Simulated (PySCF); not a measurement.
## Computed structure and properties of [YbH3(H2O)]−

System: [YbH3(H2O)]− (singlet); start: displaced along the imaginary mode (C1). Method: PySCF 2.14.0, RKS PBE0, Yb def2-SVP with ECP28, H def2-SVP, O def2-SVP; non-relativistic Hamiltonian with scalar-relativistic core potentials where named; density fitting; no spin-orbit coupling.

Input of the relaxation:

```python
mol = gto.M(atom='''
Yb     0.15962    -0.11929     0.12015
H      1.23895     1.18852     1.48536
H     -2.03076    -0.42266     0.63380
H      1.16278    -1.50358    -1.23924
O     -1.51580     1.24516    -1.23766
H     -1.97292     1.15377    -0.33315
H     -1.89018     0.41112    -1.64068''',
    basis={'Yb': 'def2-SVP', 'H': 'def2-SVP', 'O': 'def2-SVP'},
    ecp={'Yb': 'def2-SVP'},
    charge=-1, spin=0)
mf = dft.RKS(mol, xc='PBE0')
mf.grids.atom_grid = (50, 194)  # f atoms: unpruned, at least (60, 302)
mf = mf.density_fit()  # fitting sets: Yb def2-universal-JKFIT, H def2-universal-JKFIT, O def2-universal-JKFIT
mf.conv_tol = 1e-08; mf.max_cycle = 55
mf.kernel(dm0)  # dm0: converged density of the start geometry
# quasi-Newton relaxation in Cartesian coordinates to a largest gradient under 0.00045 Eh/bohr, steps kept in the point group
```

Run from Python with OMP_NUM_THREADS=2; the lines above give its settings. Where DIIS fails, smearing, a level shift and second-order steps follow.
It took 92 s on 2 threads of Arm Neoverse V1, on a shared host, from the converged density of the start.

Course of the relaxation:

```csv
step,energy above end (eV),largest force component within the symmetry (eV/Å)
0,0.2743,1.137
1,0.1849,0.523
2,0.1382,1.024
3,0.0791,0.569
4,0.0570,0.843
5,0.0381,0.951
6,0.0214,0.346
7,0.0095,0.163
11,0.0011,0.050
12,0.0007,0.049
13,0.0004,0.039
14,0.0002,0.030
15,0.0001,0.016
16,0.0000,0.017
```
(The steps between are left out.)

Relaxed geometry (C1):

```xyz
7

Yb    0.1527    0.0725    0.1769
H     1.4556    1.1577    1.5454
H    -2.0918   -0.1869    0.6859
H     0.9028   -1.4034   -1.2407
O    -1.5633    1.1518   -1.1380
H    -2.0196    0.5919   -0.3411
H    -1.6847    0.5694   -1.8999
```

```csv
contact,Å
Yb1–H2 (H),2.179
Yb1–H3 (H),2.316
Yb1–H4 (H),2.180
Yb1–H6 (H2O),2.293
```

Short contacts between ligands at the end: H3···H6 1.29 Å.

On the finer grid (75, 302):

```json
{
  "HOMO": "-0.10 eV",
  "LUMO": "3.36 eV",
  "Dipole about the centre of mass": "2.07 D",
  "Set of Mulliken populations of Yb1 outside the core potential": "s 4.68, p 12.62, d 10.39, f 13.99",
  "D3(BJ) dispersion energy (not in the energies)": "-0.076 eV"
}
```

```tsv
atom	Mulliken (e)	Löwdin (e)	spin (e)
Yb1	0.32	-0.15	0.00
H2	-0.44	-0.29	0.00
H3	-0.46	-0.26	0.00
H4	-0.43	-0.29	0.00
O5	-0.36	-0.12	0.00
H6	0.20	0.04	0.00
H7	0.17	0.08	0.00
```

On the grid (50, 194), as all that follows. Harmonic modes: a minimum; lowest 134 cm⁻¹ (negative: unstable), highest 3852 cm⁻¹, zero-point energy 0.934 eV.

Taking off one H (charge -1, singlet; the rest: singlet) in vacuum, both parts rigid, costs 3.95 eV; the small basis without counterpoise inflates it.

Rigid scan of H along the line from its metal:

(distance to H2 (Å), energy (eV)): (1.88, 0.262), (1.98, 0.104), (2.08, 0.023), (2.18, 0.000), (2.28, 0.019), (2.38, 0.069), (2.58, 0.225), (2.88, 0.527), (3.28, 0.945), (3.78, 1.410)

Taking off one H2O (charge 0, singlet; the rest: singlet) in vacuum, both parts rigid, costs 1.45 eV; the small basis without counterpoise inflates it.

Rigid scan of H2O along the line from its metal:

(distance to O5 (Å), energy (eV)): (2.12, 0.380), (2.22, 0.144), (2.32, 0.031), (2.42, 0.000), (2.52, 0.023), (2.62, 0.079), (2.82, 0.245), (3.12, 0.519), (3.52, 0.824), (4.02, 1.080)

One start shape was tried, so this needn't be the lowest isomer.
